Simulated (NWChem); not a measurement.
Species: SiHBrCl$_{2}$; SMILES Cl[SiH](Cl)Br

Program: NWChem. Structure relaxed at the PBE0/def2-SVP level.

Diagonal of the polarisability tensor at PBE/def2-SVPD, static: 63.89, 86.43, 79.23 bohr³.

Find the mean polarisability volume, the molar refraction, and the refractive index that an ideal gas of it would have at 273.15 K and 1 atm.


1. Mean: one third of the trace = 76.52 bohr³ × 0.14818 Å³/bohr³ = 11.34 Å³.
2. Molar refraction (Lorentz-Lorenz): (4π/3) N_A α = 28.6 cm³/mol.
3. Number density p/kT = 2.687 × 10⁻⁵ Å⁻³; n − 1 = 2π N α = 19.14 × 10⁻⁴.
4. These hold the electronic response alone: vibrational and orientational terms add to the static dielectric constant.
